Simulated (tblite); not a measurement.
Input of a run (GFN2-xTB geometry optimisation, gas phase (tblite 0.8.0)), started from a force field or distance geometry:
```
{"job": {"kind": "relax", "xc": "GFN2-xTB", "basis": "xTB"}, "charge": -1, "multiplicity": 2}
C      3.445100     0.216200    -0.402800
C      2.080300     0.118600     0.175500
C      0.986700     0.032400     0.667100
C     -0.373500    -0.030200     1.241400
C     -1.311900    -0.409500     0.130700
C     -2.684100    -0.486700     0.698100
F     -3.006600    -1.346900     1.698700
C     -3.673900     0.301400     0.269600
S     -3.352200     1.481900    -1.064600
H      3.989000    -0.732700    -0.324500
H      3.320300     0.530700    -1.452300
H      4.038800     1.006700     0.096800
H     -0.687700     0.982400     1.619200
H     -0.416400    -0.705900     2.115900
H     -1.022800    -1.374500    -0.332200
H     -1.338600     0.425100    -0.613000
```

Output (eV, eV/Å):
```
step      E/eV     max force
  0    -723.66336    3.091
  1    -723.98145    2.391
  2    -723.95844    5.371
  3    -724.13494    1.773
  4    -724.16306    1.158
  5    -724.19965    0.631
  6    -724.24949    0.590
  7    -724.27238    0.410
  8    -724.30189    0.406
  9    -724.32748    0.512
 10    -724.35193    0.496
 11    -724.37007    0.292
 12    -724.38431    0.333
 13    -724.39594    0.326
 14    -724.40463    0.220
 15    -724.40915    0.136
 16    -724.41211    0.117
 17    -724.41424    0.093
 18    -724.41546    0.064
 19    -724.41607    0.058
 20    -724.41647    0.046
 21    -724.41682    0.043
 22    -724.41712    0.041
 23    -724.41734    0.035
 24    -724.41750    0.030
 25    -724.41768    0.034
 26    -724.41791    0.042
 27    -724.41818    0.047
 28    -724.41846    0.051
 29    -724.41873    0.056
 30    -724.41900    0.054
 31    -724.41932    0.046
 32    -724.41969    0.044
 33    -724.42007    0.051
 34    -724.42042    0.042
 35    -724.42073    0.045
 36    -724.42104    0.051
 37    -724.42137    0.048
 38    -724.42171    0.042
 39    -724.42205    0.047
 40    -724.42241    0.056
 41    -724.42287    0.064
 42    -724.42356    0.088
 43    -724.42461    0.114
 44    -724.42583    0.105
 45    -724.42684    0.075
 46    -724.42744    0.060
 47    -724.42775    0.052
 48    -724.42811    0.044
 49    -724.42859    0.052
 50    -724.42903    0.053
 51    -724.42932    0.048
 52    -724.42952    0.037
 53    -724.42969    0.037
 54    -724.42985    0.043
 55    -724.42999    0.030
 56    -724.43010    0.026
 57    -724.43020    0.025
 58    -724.43030    0.031
 59    -724.43044    0.038
 60    -724.43059    0.033
 61    -724.43072    0.032
 62    -724.43084    0.032
 63    -724.43096    0.029
 64    -724.43106    0.024
 65    -724.43113    0.016
 66    -724.43117    0.014
 67    -724.43120    0.018
 68    -724.43125    0.022
 69    -724.43133    0.025
 70    -724.43144    0.027
 71    -724.43156    0.035
 72    -724.43168    0.037
 73    -724.43182    0.031
 74    -724.43197    0.034
 75    -724.43213    0.030
 76    -724.43228    0.029
 77    -724.43243    0.029
 78    -724.43257    0.034
 79    -724.43271    0.039
 80    -724.43286    0.024
 81    -724.43298    0.024
 82    -724.43306    0.018
 83    -724.43310    0.013
 84    -724.43312    0.010
 85    -724.43314    0.009
```

Task: Summarise the run.

Result: The energy falls by 17.8 kcal/mol over 85 L-BFGS steps, the largest force on an atom goes from 3.09 to 0.009 eV/Å, and the atoms move by 0.305 Å rms after alignment. The bond that changes most is C8–S9 (ends: carbon bonded to C and S; sulfur bonded to C), which shortens by 0.162 Å. Bonds longer at the end by more than 0.005 Å: 3 of 15; shorter: 11. Among the angles that change most is C6–C8–S9, from 119.3° to 137.4°. Among the dihedrals that turn most is H16–C5–C6–C8, from 3° to -17°. The energy rose by more than 1e-5 eV at step 2. The first step brought 41 % of the lowering.

Task: What are the final bond lengths?

Result: C1–C2 1.452 Å, C2≡C3 1.200 Å, C3–C4 1.446 Å, C4–C5 1.541 Å, C5–C6 1.508 Å, C6–F7 1.427 Å, C6=C8 1.308 Å, C8–S9 1.648 Å, C1–H10 1.091 Å, C1–H11 1.091 Å, C1–H12 1.092 Å, C4–H13 1.094 Å, C4–H14 1.095 Å, C5–H15 1.097 Å, C5–H16 1.092 Å. Numbering counts from 1 in the input's order; the species is `CC#CCC/C(F)=[C]\[S-]` [radical].

GFN2-xTB frequencies show an imaginary mode (37i cm⁻¹), so the point is no minimum at that level. Whether the extra electron is bound in the gas phase wasn't checked; a finite basis holds it in any case.

One conformer stands for the species.

These are computed values.
